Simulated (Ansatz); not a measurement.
```yaml
crystal:
  periodic: [false, false, false]
  atoms:
    - {symbol: In, position_ang: [0.281859, -1.015677, -1.037222]}
    - {symbol: In, position_ang: [-1.838141, -2.294795, 1.403841]}
    - {symbol: In, position_ang: [-0.576796, 2.465111, -1.081979]}
    - {symbol: In, position_ang: [2.650128, 0.871872, 0.349352]}
    - {symbol: As, position_ang: [-2.203709, -0.123463, -0.462161]}
    - {symbol: As, position_ang: [1.527585, 0.889102, -2.287426]}
    - {symbol: As, position_ang: [-0.785623, 0.513769, 1.529677]}
    - {symbol: As, position_ang: [0.944708, -1.305908, 1.585918]}
basis:
  gaussian: {orbitals: def2-TZVPD, initial_orbitals: start.molden}
total_charge: -1
magnetization: {spin_polarized: true, initial_magnetization: 1}
hamiltonian: {xc: pbe0, dispersion: d4}
scf: {omitted_lower_state_checks: [starts]}
output: {orbitals: {seedname: orbitals}}
```

The file start.molden holds the orbitals of an earlier run on this structure, at another level or in another basis.

```sh
$ ansatz run in.yaml --threads 4 --pin off --events-out ev --progress --plain --max-ram 6963MiB
```

Question: Does this run fit into the memory that it is given?

Answer: No. It has 440 basis functions, and Ansatz plans for 10 GiB where 7 GiB are given.
